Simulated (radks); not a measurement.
Values are calculated unless marked as measured or tabulated.
Spherical jellium clusters: N electrons in a uniform positive sphere of charge N and radius rs N^(1/3), rs = 4.47 bohr. Level of theory: non-relativistic Kohn-Sham, PBEsol, spin-polarised, spherical densities (a radial shooting solver with Libxc functionals). Levels are named by radial order and angular momentum (1s, 1p, 1d, 2s, ...), and open shells are averaged over m.

N = 7, configuration 1s2 1p(up 3, down 2). This is the lowest configuration that the search found. Occupied levels:

level    occupation  eigenvalue (eV)  <r> (bohr)
1s up             1          -3.9733       5.784
1s down           1          -3.8240       5.722
1p up             3          -2.9197       6.964
1p down           2          -2.7480       6.977

Energy (eV): total -12.2405, kinetic 9.8438, external -183.65, Hartree 90.471, exchange-correlation -22.466, background 93.560.
